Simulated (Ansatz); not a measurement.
Ansatz results at the PBE0-D4/def2-TZVP geometry: size of the dipole moment (B3LYP/def2-TZVPP) 0.15 D; HOMO energy (PBE/def2-TZVPP) -5.98 eV; LUMO energy (PBE/def2-TZVPP) -2.55 eV.

Each molecule was computed in one conformer, which needn't be the lowest.

Which molecule gave them?
A. `C[S][Sn][OH]`
B. `C[O][Sn][O]C`
C. `[OH][Sn][Br]`
D. `C[S][Sn][S]C`

B. The others give `[OH][Sn][Br]`: 4.04, -6.38, -3.23; `C[S][Sn][S]C`: 0.88, -5.53, -3.03; `C[S][Sn][OH]`: 0.54, -5.87, -2.74.

B3LYP here is the variant with VWN-RPA as its local correlation; programs differ in this.
